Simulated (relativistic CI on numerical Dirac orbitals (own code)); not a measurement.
Radial Dirac CI calculation of As²⁸⁺.

Command:

```sh
python run_levels.py task.json out
```

Input:

```
atom As  Z=33  charge=28  electrons=5
nucleus A=75  rms_radius_fm=4.0968
hamiltonian dirac-coulomb  breit=on  qed=on  c_scale=1
orbitals kli  potential=per-configuration
slater_scale 1
correlation none
mixing on
grid step=0.0125 r_max=4.1
scf mixing=0.4 start=green max_iterations=150 tolerance=2e-08 node_fill=0.05
configurations
  [He] 2s2 2p
end
```

Output:

```
SCF 1: [He] 2s2 2p
 iter      energy (Ha)   residual   last orbital (Ha)
    1     -1441.167532   1.62e+00   -129.35457
    2     -1442.317779   9.65e-01   -122.16633
    3     -1442.953510   1.31e-02   -112.23510
    4     -1442.953433   5.82e-03   -112.14973
    5     -1442.953468   3.73e-05   -112.08340
    6     -1442.953468   1.64e-05   -112.08376
    7     -1442.953468   4.00e-08   -112.08383
    8     -1442.953468   2.09e-08   -112.08383
    9     -1442.953468   6.23e-11   -112.08383
orbital energies (Ha): 1s -507.2942  2s -116.9667  2p1/2 -113.7322  2p3/2 -112.0838
configuration averages (Ha): Dirac-Coulomb, Breit, QED
  2p                           -1442.953468    0.623212    0.703887
levels: no., configuration, term, J, E (cm-1), weight
   1 2p                     2P*  1/2              0.0  1.00
   2 2p                     2P*  3/2         343502.7  1.00
lowest total energy -1442.669785 Ha
end: converged
```
